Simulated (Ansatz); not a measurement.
Calculated with Ansatz (gas phase, PBE0-D4/def2-TZVP geometries, no zero-point term in ΔE). CCSD(T)/CBS is the MP2 limit (def2-TZVPP, def2-QZVPP) plus CCSD(T) − MP2 in def2-TZVPP, frozen cores. This one scheme is used for every species. Functionals use def2-TZVPP. B3LYP here is the variant with VWN-RPA as its local correlation; programs differ in this. One conformer a species, not always the lowest.

Consider the silylene formation by 1,1-elimination: `CO[Si](C)(N)Cl` → `CCl` + `CO[Si]N`.

(1) Is it downhill or uphill in electronic energy at CCSD(T)/CBS, and by how much? (An estimate is asked.)

(2) What do these levels give: PBE, r2SCAN, PBE0, B3LYP, HF/def2-QZVPP, MP2/def2-QZVPP? (Best estimate.)

Largest T1 diagnostic among the species: 0.013.

Answers

(1) Computed: Uphill: ΔE = +76.8 kcal/mol.

(2) The calculation gave: PBE 69.4, r2SCAN 78.8, PBE0 74.8, B3LYP 68.6, HF/def2-QZVPP 74.2, MP2/def2-QZVPP 80.8 kcal/mol.

The D4 term adds +5.2 kcal/mol with B3LYP and +2.9 kcal/mol with PBE0; it sums over pairs of atoms, weighted by their polarisabilities, and B3LYP, whose exchange is more repulsive, gets the larger term. In def2-TZVPP, CCSD(T) changes the Hartree–Fock value by +0.9 kcal/mol (the triples alone add −0.0 kcal/mol) and MP2 by +5.6 kcal/mol. From PBE to PBE0 (25 % exact exchange), in def2-TZVPP and without D4, ΔE moves by +5.5 kcal/mol.
